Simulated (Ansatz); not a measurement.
Reactions of `[NH2][Ga]([Cl])[Br]`.

Calculated with Ansatz (gas phase, PBE0-D4/def2-TZVP geometries, no zero-point term in ΔE). CCSD(T)/CBS is the MP2 limit (def2-TZVPP, def2-QZVPP) plus CCSD(T) − MP2 in def2-TZVPP, frozen cores. This one scheme is used for every species, atoms too. Functionals use def2-TZVPP. No spin–orbit coupling; open shells (•) take unrestricted orbitals. Spin–orbit coupling would lower the free atoms: a little for Cl; clearly for Br, Ga. For Br, Ga outer-core shells are correlated without core-valence functions, so the limit isn't a true one: a few kJ/mol of doubt a bond, and 10 to 20 or more in all where bonds break to atoms. Scalar relativity is left out up to krypton. One conformer a species, not always the lowest.

```json
{"reaction": "`[NH2][Ga]([Cl])[Br]` + NH₃ → `[NH2][Ga]([NH2])[Cl]` + HBr", "CCSD(T)/CBS(def2) (eV)": "0.92"}
{"reaction": "`[NH2][Ga]([Cl])[Br]` + H₂ → `[NH2][GaH][Br]` + HCl", "CCSD(T)/CBS(def2) (eV)": "?"}
{"reaction": "`[NH2][Ga]([Cl])[Br]` + H–F → `[F][Ga]([Cl])[Br]` + NH₃", "CCSD(T)/CBS(def2) (eV)": "?"}
{"reaction": "`[NH2][Ga]([Cl])[Br]` → Br• + Cl• + Ga• + 2 H• + N•", "CCSD(T)/CBS(def2) (eV)": "18.73"}
{"reaction": "`[NH2][Ga]([Cl])[Br]` + H₂ → `[Cl][GaH][Br]` + NH₃", "CCSD(T)/CBS(def2) (eV)": "0.25"}
{"reaction": "`[NH2][Ga]([Cl])[Br]` + HCl → `[Cl][Ga]([Cl])[Br]` + NH₃", "CCSD(T)/CBS(def2) (eV)": "-0.63"}
{"reaction": "`[NH2][Ga]([Cl])[Br]` + `O[SiH3]` → `[NH2][Ga]([Cl])[O][SiH3]` + HBr", "CCSD(T)/CBS(def2) (eV)": "0.55"}
```

Fill in the missing values. (An estimate is asked.)

The calculation gave: `[NH2][Ga]([Cl])[Br]` + H₂ → `[NH2][GaH][Br]` + HCl: +0.94 eV; `[NH2][Ga]([Cl])[Br]` + H–F → `[F][Ga]([Cl])[Br]` + NH₃: -0.23 eV.

Largest T1 diagnostic: 0.013, for Ga•.
